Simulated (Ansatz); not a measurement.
Geometry optimisation, RKS PBE-D4/STO-3G (Ansatz 0.2.0).

The input (input.yaml):

```yaml
crystal:
  periodic: [false, false, false]
  atoms:
    - { symbol: C, position_ang: [-1.3397, -2.2495, -1.0674] }
    - { symbol: Si, position_ang: [0.2663, -1.4156, -1.2574] }
    - { symbol: C, position_ang: [0.345, 0.3922, -0.7863] }
    - { symbol: S, position_ang: [-0.9324, 1.3793, -0.9168] }
    - { symbol: Si, position_ang: [-0.0447, 0.745, 0.9305] }
    - { symbol: Si, position_ang: [0.9704, 2.4974, 1.9823] }
    - { symbol: H, position_ang: [-1.3243, -3.2536, -1.3776] }
    - { symbol: H, position_ang: [-2.0986, -1.6925, -1.7116] }
    - { symbol: H, position_ang: [-1.7392, -2.1567, -0.0026] }
    - { symbol: H, position_ang: [0.7316, -1.5534, -2.6362] }
    - { symbol: H, position_ang: [1.2428, -2.1543, -0.4054] }
    - { symbol: H, position_ang: [1.3146, 0.8435, -1.1184] }
    - { symbol: H, position_ang: [-1.0732, -0.0844, 1.6473] }
    - { symbol: H, position_ang: [1.6095, 2.0272, 3.2488] }
    - { symbol: H, position_ang: [2.03, 3.0645, 1.1317] }
    - { symbol: H, position_ang: [0.0189, 3.5883, 2.3834] }
basis:
  gaussian: { orbitals: STO-3G }
hamiltonian:
  xc: pbe
  dispersion: d4
relax:
  f_tol: 0.02
  max_steps: 40
scf:
  lower_state_search: "off"
```

Command:

```bash
$ ansatz run input.yaml --threads 1 --pin off --max-ram 2048MiB --backend cpu --events-out ev --progress --plain --runs-dir out
```

Task: Where does it end, and by what steps?

Result: It converged. The force dipped under the threshold on the way, but the program's further checks kept it going. Limits of this set-up: minimal basis. After 12 steps the energy has fallen by 1.533 eV; H8 moved furthest, 0.41 Å.

```tsv
step	energy less start (eV)	largest force component (eV/Å)	accepted
0	0.0000	6.958	yes
1	-1.1814	3.787	yes
2	-1.4758	0.835	yes
3	-1.5238	0.175	yes
4	-1.5270	0.049	yes
5	-1.5285	0.063	yes
6	-1.5304	0.022	yes
7	-1.5300	0.231	no
8	-1.5183	0.350	no
9	-1.5311	0.016	yes
10	-1.5325	0.042	yes
11	-1.5327	0.036	yes
12	-1.5330	0.018	yes
```

```xyz
16
Properties=species:S:1:pos:R:3
C -1.340 -2.165 -0.927
Si 0.380 -1.507 -1.306
C 0.519 0.296 -0.803
S -0.901 1.452 -1.194
Si -0.248 0.990 0.756
Si 0.866 2.485 2.019
H -1.491 -3.168 -1.357
H -2.110 -1.496 -1.348
H -1.515 -2.234 0.160
H 0.648 -1.648 -2.732
H 1.379 -2.292 -0.588
H 1.499 0.732 -1.073
H -1.081 0.054 1.506
H 1.552 1.818 3.117
H 1.858 3.189 1.221
H -0.038 3.471 2.594
```

Whether the end is a true minimum wasn't checked by a vibrational analysis.

Run time: 47 s on 1 thread of Arm Neoverse V1, with other jobs on the host, peak memory 0.12 GiB.
